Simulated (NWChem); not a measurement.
SnHSF, singlet; SMILES [SH][Sn][F]

```xyz
4

Sn     0.3351     0.4624     0.0000
F     -1.5176     1.0917     0.0000
S     -0.2587    -1.9161     0.0000
H      1.0432    -2.2859     0.0000
```
Atoms are numbered in this order, from 1.

Results from NWChem. Low-valent species are run as closed-shell singlets; no triplet was tried in these runs. Geometry: optimised at PBE0/def2-SVP. def2 effective core potentials on Sn; no spin-orbit coupling.

For level PBE0/def2-SVP (core potentials):

* **highest occupied level (eV)**: -7.37
* **orbital gap (eV)**: 4.83
* **dipole (D)**: 3.67

**Question.** How do the values read with level PBE0/STO-3G (all-electron, non-relativistic) instead?

**Answer.** 
- highest occupied level (eV) = -3.03
- orbital gap (eV) = 4.35
- dipole (D) = 0.86
